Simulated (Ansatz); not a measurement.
A short molecular-dynamics run on CH$_{7}$AlOSi, SMILES `C[SiH2][O][AlH2]`.

```yaml
crystal:
  periodic: [false, false, false]
  atoms:
    - {symbol: C, position_ang: [-0.476840, 1.797848, 0.213642]}
    - {symbol: Si, position_ang: [-0.936223, 0.076133, -0.325345]}
    - {symbol: O, position_ang: [0.273675, -0.965541, -0.007421]}
    - {symbol: Al, position_ang: [1.540586, -2.058132, 0.140100]}
    - {symbol: H, position_ang: [-0.269064, 1.829403, 1.285962]}
    - {symbol: H, position_ang: [0.408965, 2.152037, -0.319346]}
    - {symbol: H, position_ang: [-1.295531, 2.492720, 0.006952]}
    - {symbol: H, position_ang: [-1.230010, 0.066095, -1.786657]}
    - {symbol: H, position_ang: [-2.163166, -0.369431, 0.392899]}
    - {symbol: H, position_ang: [2.471255, -2.303190, -1.113502]}
    - {symbol: H, position_ang: [1.741751, -2.774842, 1.533416]}
basis:
  gaussian: {orbitals: "6-31G*"}
magnetization: {spin_polarized: true, initial_magnetization: 0}
hamiltonian: {xc: {name: PBE}}
md: {timestep: 1 fs, n_steps: 50, ensemble: nve, temperature: 1000, initial_velocities: maxwell_boltzmann, seed: 971}
```

```sh
$ ansatz run in.yaml --threads 2 --pin off --events-out ev --progress --plain --max-ram 4352MiB
```

```tsv
step	time (fs)	potential energy (eV)	kinetic (eV)	T (K)	conserved (eV)
0	0.0	-17661.9060	1.1633	1000	-17660.7427
1	1.0	-17661.8235	1.0838	932	-17660.7397
2	2.0	-17661.6485	0.9162	788	-17660.7323
3	3.0	-17661.4915	0.7647	657	-17660.7268
4	4.0	-17661.4347	0.7070	608	-17660.7277
5	5.0	-17661.4655	0.7318	629	-17660.7337
6	6.0	-17661.4949	0.7557	650	-17660.7392
7	7.0	-17661.4410	0.7019	603	-17660.7391
8	8.0	-17661.3065	0.5734	493	-17660.7330
9	9.0	-17661.1782	0.4496	386	-17660.7286
10	10.0	-17661.1187	0.3879	333	-17660.7308
11	11.0	-17661.1001	0.3665	315	-17660.7335
12	12.0	-17661.0814	0.3487	300	-17660.7326
13	13.0	-17661.0716	0.3414	293	-17660.7302
14	14.0	-17661.1059	0.3769	324	-17660.7290
15	15.0	-17661.2022	0.4717	406	-17660.7304
16	16.0	-17661.3379	0.6035	519	-17660.7345
17	17.0	-17661.4523	0.7133	613	-17660.7390
18	18.0	-17661.4816	0.7419	638	-17660.7397
19	19.0	-17661.4238	0.6894	593	-17660.7344
20	20.0	-17661.3610	0.6317	543	-17660.7292
21	21.0	-17661.3703	0.6403	550	-17660.7300
22	22.0	-17661.4425	0.7087	609	-17660.7338
23	23.0	-17661.5188	0.7823	672	-17660.7365
24	24.0	-17661.5551	0.8186	704	-17660.7365
25	25.0	-17661.5484	0.8138	700	-17660.7346
26	26.0	-17661.5231	0.7899	679	-17660.7332
27	27.0	-17661.4969	0.7632	656	-17660.7338
28	28.0	-17661.4604	0.7250	623	-17660.7354
29	29.0	-17661.3923	0.6576	565	-17660.7347
30	30.0	-17661.3077	0.5772	496	-17660.7304
31	31.0	-17661.2709	0.5431	467	-17660.7278
32	32.0	-17661.3190	0.5881	506	-17660.7309
33	33.0	-17661.4078	0.6726	578	-17660.7352
34	34.0	-17661.4706	0.7336	631	-17660.7370
35	35.0	-17661.4773	0.7407	637	-17660.7366
36	36.0	-17661.4326	0.6970	599	-17660.7356
37	37.0	-17661.3549	0.6204	533	-17660.7345
38	38.0	-17661.2659	0.5327	458	-17660.7332
39	39.0	-17661.1882	0.4561	392	-17660.7320
40	40.0	-17661.1414	0.4103	353	-17660.7311
41	41.0	-17661.1439	0.4138	356	-17660.7301
42	42.0	-17661.2103	0.4787	411	-17660.7316
43	43.0	-17661.3147	0.5785	497	-17660.7362
44	44.0	-17661.3863	0.6473	556	-17660.7390
45	45.0	-17661.3779	0.6405	551	-17660.7374
46	46.0	-17661.3082	0.5750	494	-17660.7333
47	47.0	-17661.2387	0.5092	438	-17660.7294
48	48.0	-17661.2281	0.5000	430	-17660.7281
49	49.0	-17661.2968	0.5666	487	-17660.7302
50	50.0	-17661.4129	0.6787	583	-17660.7342
```

Velocities are drawn at the set temperature; a run this short doesn't reach equilibrium.

Frames (Å, forces in eV/Å):

```xyz
11
time=0.0 fs
C    -0.477    1.798    0.214   -0.023   -0.004   -0.010
Si   -0.936    0.076   -0.325   -0.584    0.366   -0.186
O     0.274   -0.966   -0.007    0.100   -0.101    0.137
Al    1.541   -2.058    0.140    0.551   -0.476    0.063
H    -0.269    1.829    1.286    0.074    0.037    0.341
H     0.409    2.152   -0.319    0.283    0.136   -0.155
H    -1.296    2.493    0.007   -0.257    0.247   -0.059
H    -1.230    0.066   -1.787   -0.089    0.021   -0.270
H    -2.163   -0.369    0.393   -0.250   -0.060    0.116
H     2.471   -2.303   -1.114    0.159   -0.046   -0.208
H     1.742   -2.775    1.533    0.037   -0.120    0.231
11
time=3.0 fs
C    -0.470    1.813    0.216    1.142    0.646    0.980
Si   -0.940    0.063   -0.323   -0.460    0.056    0.930
O     0.282   -0.963   -0.003   -0.050    0.483   -0.091
Al    1.534   -2.047    0.133    0.287    0.136   -0.871
H    -0.169    1.896    1.343   -0.800   -0.224   -1.601
H     0.490    2.133   -0.316   -1.035   -0.306    0.243
H    -1.273    2.553   -0.025    0.405   -0.228    0.227
H    -1.240   -0.034   -1.733   -0.228    0.281   -1.201
H    -2.134   -0.572    0.345   -0.137    0.442    0.157
H     2.512   -2.304   -1.018    0.659   -0.115   -0.791
H     1.533   -2.724    1.432    0.216   -1.170    2.017
11
time=6.0 fs
C    -0.456    1.832    0.224    0.295   -0.034   -0.117
Si   -0.945    0.050   -0.319   -0.944   -0.183    0.295
O     0.291   -0.958    0.001   -0.132    0.964   -0.291
Al    1.529   -2.037    0.124    0.836   -1.023    0.272
H    -0.132    1.945    1.284   -0.658   -0.276   -0.142
H     0.496    2.092   -0.299   -0.435   -0.115   -0.305
H    -1.221    2.597   -0.040    0.280   -0.223    0.197
H    -1.267   -0.109   -1.769    0.007    0.534   -0.306
H    -2.116   -0.736    0.309    0.120    0.928    0.089
H     2.603   -2.312   -0.983    0.321    0.010   -0.343
H     1.341   -2.761    1.479    0.312   -0.582    0.652
11
time=9.0 fs
C    -0.440    1.850    0.230   -1.096   -1.422   -1.755
Si   -0.953    0.037   -0.313   -1.206    0.044   -0.652
O     0.299   -0.947    0.003   -0.018    1.100   -0.389
Al    1.526   -2.029    0.116    1.241   -2.239    1.325
H    -0.145    1.972    1.226    0.144   -0.099    2.243
H     0.470    2.042   -0.309    0.799    0.149   -0.875
H    -1.149    2.626   -0.041   -0.453    0.296   -0.118
H    -1.293   -0.139   -1.832    0.257    0.671    0.711
H    -2.090   -0.822    0.282    0.041    1.037    0.154
H     2.719   -2.320   -0.977   -0.387    0.195    0.331
H     1.179   -2.847    1.582    0.678    0.268   -0.976
11
time=12.0 fs
C    -0.430    1.859    0.226    0.092   -0.954    0.026
Si   -0.965    0.024   -0.310   -0.811    0.830   -0.938
O     0.307   -0.931    0.004    0.255    0.894   -0.416
Al    1.527   -2.029    0.112    1.161   -2.455    1.551
H    -0.157    1.986    1.312   -0.232   -0.353   -0.725
H     0.494    2.001   -0.381   -0.168    0.018    0.252
H    -1.110    2.674   -0.048   -0.298   -0.031   -0.079
H    -1.299   -0.113   -1.840    0.264    0.570    0.799
H    -2.063   -0.823    0.270   -0.415    0.679    0.387
H     2.804   -2.312   -0.945   -0.713    0.263    0.543
H     1.074   -2.915    1.610    0.864    0.537   -1.400
11
time=15.0 fs
C    -0.421    1.861    0.222   -0.033   -0.454    0.181
Si   -0.979    0.013   -0.309   -0.071    1.731   -0.283
O     0.316   -0.910    0.002    0.503    0.492   -0.429
Al    1.532   -2.036    0.113    0.573   -1.934    1.461
H    -0.184    1.973    1.355   -0.109   -0.312   -1.735
H     0.509    1.963   -0.435   -0.655    0.051    0.969
H    -1.094    2.717   -0.062    0.206   -0.714    0.126
H    -1.284   -0.038   -1.785    0.027    0.300   -0.037
H    -2.071   -0.766    0.290   -0.764    0.239    0.540
H     2.832   -2.281   -0.869   -0.493    0.214    0.294
H     1.041   -2.938    1.521    0.816    0.388   -1.088
11
time=18.0 fs
C    -0.412    1.859    0.217   -1.403   -1.271   -1.298
Si   -0.994    0.008   -0.308    0.106    2.017    0.960
O     0.328   -0.886   -0.002    0.537    0.068   -0.434
Al    1.539   -2.050    0.118   -0.143   -0.598    0.683
H    -0.217    1.934    1.272    0.504   -0.003    0.796
H     0.478    1.931   -0.416    0.490    0.188    0.228
H    -1.067    2.706   -0.067   -0.145   -0.312   -0.033
H    -1.267    0.062   -1.734   -0.261    0.005   -0.995
H    -2.139   -0.684    0.354   -0.277    0.242    0.189
H     2.821   -2.233   -0.770    0.258    0.115   -0.297
H     1.077   -2.932    1.345    0.334   -0.452    0.201
11
time=21.0 fs
C    -0.413    1.848    0.205   -1.362   -2.005   -0.916
Si   -1.008    0.009   -0.306   -0.135    2.080    0.814
O     0.343   -0.862   -0.009    0.360   -0.328   -0.381
Al    1.545   -2.065    0.126   -0.340    1.136   -0.712
H    -0.211    1.894    1.246    0.444    0.125    1.362
H     0.487    1.914   -0.376    1.005    0.219   -0.348
H    -1.053    2.671   -0.075   -0.622    0.435   -0.220
H    -1.270    0.162   -1.758   -0.242   -0.321   -0.400
H    -2.229   -0.582    0.433    0.488    0.291   -0.335
H     2.831   -2.174   -0.696    0.805    0.115   -0.657
H     1.138   -2.971    1.191   -0.401   -1.747    1.793
11
time=24.0 fs
C    -0.423    1.823    0.186    0.545   -0.930    0.985
Si   -1.023    0.016   -0.301    0.049    2.186   -0.116
O     0.359   -0.840   -0.017    0.091   -0.682   -0.272
Al    1.550   -2.077    0.131   -0.346    0.543   -0.170
H    -0.172    1.864    1.314   -0.412    0.114   -1.378
H     0.565    1.914   -0.357   -0.725    0.088    0.316
H    -1.084    2.663   -0.099    0.075   -0.156    0.107
H    -1.293    0.234   -1.814   -0.098   -0.637    0.637
H    -2.281   -0.457    0.485    0.721    0.055   -0.498
H     2.903   -2.105   -0.673    0.233    0.166   -0.257
H     1.173   -3.141    1.168   -0.134   -0.748    0.647
11
time=27.0 fs
C    -0.429    1.792    0.174    0.698    0.168    0.744
Si   -1.037    0.030   -0.296    0.892    1.996   -0.701
O     0.377   -0.822   -0.027   -0.195   -0.937   -0.160
Al    1.555   -2.088    0.136   -0.111   -0.578    0.485
H    -0.164    1.843    1.285   -0.582    0.093   -0.954
H     0.590    1.922   -0.317   -1.054   -0.023    0.098
H    -1.110    2.643   -0.114    0.517   -0.571    0.276
H    -1.325    0.253   -1.820   -0.051   -0.733    0.831
H    -2.275   -0.328    0.498    0.254   -0.357   -0.177
H     2.993   -2.022   -0.671   -0.590    0.089    0.264
H     1.196   -3.374    1.203    0.222    0.854   -0.705
11
time=30.0 fs
C    -0.432    1.761    0.166   -0.609    0.005   -0.749
Si   -1.049    0.051   -0.293    1.974    1.249   -0.542
O     0.393   -0.808   -0.038   -0.471   -1.073   -0.069
Al    1.559   -2.100    0.143   -0.008   -0.705    0.471
H    -0.201    1.831    1.193   -0.044    0.106    1.930
H     0.539    1.930   -0.274    0.571    0.080   -0.853
H    -1.100    2.583   -0.109   -0.169    0.215   -0.054
H    -1.363    0.211   -1.762   -0.150   -0.594    0.072
H    -2.250   -0.229    0.497   -0.462   -0.679    0.355
H     3.036   -1.932   -0.649   -0.861   -0.048    0.443
H     1.236   -3.540    1.184    0.230    1.444   -1.005
11
time=33.0 fs
C    -0.438    1.731    0.155    0.182    0.890    0.789
Si   -1.054    0.074   -0.291    2.053   -0.268    0.428
O     0.406   -0.800   -0.050   -0.742   -1.076    0.000
Al    1.562   -2.114    0.151   -0.287   -0.254    0.275
H    -0.248    1.827    1.230   -0.116   -0.108    0.352
H     0.525    1.944   -0.295    0.511   -0.017   -0.549
H    -1.104    2.540   -0.108   -0.577    0.630   -0.233
H    -1.414    0.117   -1.699   -0.305   -0.379   -0.909
H    -2.257   -0.187    0.522   -0.288   -0.615    0.323
H     3.008   -1.846   -0.591   -0.506   -0.110    0.284
H     1.295   -3.585    1.081    0.074    1.308   -0.760
11
time=36.0 fs
C    -0.442    1.708    0.148    0.908    3.313    1.422
Si   -1.054    0.097   -0.289    1.011   -2.154    0.271
O     0.416   -0.798   -0.061   -0.981   -0.962    0.072
Al    1.565   -2.129    0.160   -0.824    1.022   -0.254
H    -0.302    1.813    1.300   -0.032   -0.244   -1.629
H     0.546    1.954   -0.359   -0.848   -0.321    0.532
H    -1.147    2.539   -0.123    0.262   -0.328    0.099
H    -1.489   -0.008   -1.703   -0.069   -0.119   -0.334
H    -2.286   -0.195    0.573    0.457   -0.298   -0.135
H     2.941   -1.768   -0.510    0.365    0.009   -0.106
H     1.360   -3.525    0.916   -0.248    0.081    0.062
11
time=39.0 fs
C    -0.441    1.708    0.151   -0.152    3.302   -0.039
Si   -1.050    0.114   -0.286    0.223   -3.533   -0.561
O     0.420   -0.801   -0.072   -1.105   -0.806    0.153
Al    1.565   -2.140    0.167   -0.966    3.120   -1.162
H    -0.357    1.781    1.252    0.392   -0.018   -0.177
H     0.508    1.940   -0.384   -0.209   -0.090    0.485
H    -1.173    2.518   -0.132    0.389   -0.337    0.136
H    -1.568   -0.143   -1.734    0.363    0.315    0.708
H    -2.279   -0.230    0.614    0.740   -0.040   -0.327
H     2.904   -1.689   -0.437    0.927    0.143   -0.284
H     1.402   -3.467    0.760   -0.601   -2.057    1.069
11
time=42.0 fs
C    -0.441    1.730    0.153   -1.230    1.248   -1.265
Si   -1.046    0.119   -0.284    0.405   -3.778   -0.790
O     0.418   -0.809   -0.082   -1.033   -0.686    0.206
Al    1.562   -2.142    0.172   -0.522    2.435   -0.992
H    -0.380    1.748    1.199    0.610    0.180    1.972
H     0.460    1.921   -0.374    1.364    0.387   -0.310
H    -1.172    2.476   -0.132   -0.428    0.773   -0.154
H    -1.618   -0.251   -1.709    0.506    0.619    0.827
H    -2.212   -0.269    0.629    0.382    0.021   -0.072
H     2.938   -1.600   -0.385    0.397   -0.102    0.029
H     1.397   -3.561    0.683   -0.451   -1.097    0.549
11
time=45.0 fs
C    -0.448    1.763    0.149    0.032    0.586    0.504
Si   -1.040    0.113   -0.285    1.266   -2.987   -0.248
O     0.411   -0.820   -0.091   -0.772   -0.626    0.203
Al    1.558   -2.137    0.173   -0.058    0.681   -0.557
H    -0.354    1.730    1.272    0.222    0.324   -0.837
H     0.505    1.930   -0.378   -0.004    0.277    0.317
H    -1.200    2.492   -0.141   -0.142    0.745    0.032
H    -1.627   -0.309   -1.620    0.226    0.568   -0.034
H    -2.115   -0.308    0.641   -0.305   -0.084    0.464
H     3.006   -1.521   -0.330   -0.354   -0.465    0.327
H     1.353   -3.744    0.653   -0.112    0.983   -0.171
11
time=48.0 fs
C    -0.456    1.799    0.146    0.314    0.629    0.330
Si   -1.030    0.099   -0.286    1.746   -1.679    1.134
O     0.400   -0.835   -0.099   -0.438   -0.569    0.144
Al    1.553   -2.129    0.172    0.125   -0.045   -0.376
H    -0.309    1.739    1.292   -0.172    0.439   -1.499
H     0.554    1.964   -0.359   -1.118    0.169    0.561
H    -1.236    2.565   -0.146    0.877   -0.248    0.433
H    -1.619   -0.320   -1.537   -0.335    0.229   -1.257
H    -2.040   -0.353    0.689   -0.440   -0.035    0.503
H     3.046   -1.481   -0.249   -0.631   -0.595    0.366
H     1.299   -3.852    0.613    0.072    1.705   -0.340
11
time=50.0 fs
C    -0.460    1.827    0.146   -0.211    0.073   -0.560
Si   -1.020    0.086   -0.286    1.283   -1.053    1.608
O     0.391   -0.847   -0.104   -0.225   -0.517    0.085
Al    1.550   -2.123    0.171    0.058   -0.248   -0.282
H    -0.285    1.766    1.237   -0.203    0.338   -0.061
H     0.539    1.995   -0.321   -0.543    0.231    0.003
H    -1.223    2.608   -0.131    0.760   -0.322    0.359
H    -1.626   -0.314   -1.533   -0.382    0.191   -1.218
H    -2.010   -0.385    0.745   -0.142    0.147    0.083
H     3.044   -1.481   -0.178   -0.509   -0.519    0.288
H     1.266   -3.846    0.570    0.116    1.680   -0.305
```

Hardware: 2 threads of an AMD EPYC on a shared host. Wall time 7.9 min, peak host memory 0.17 GiB.
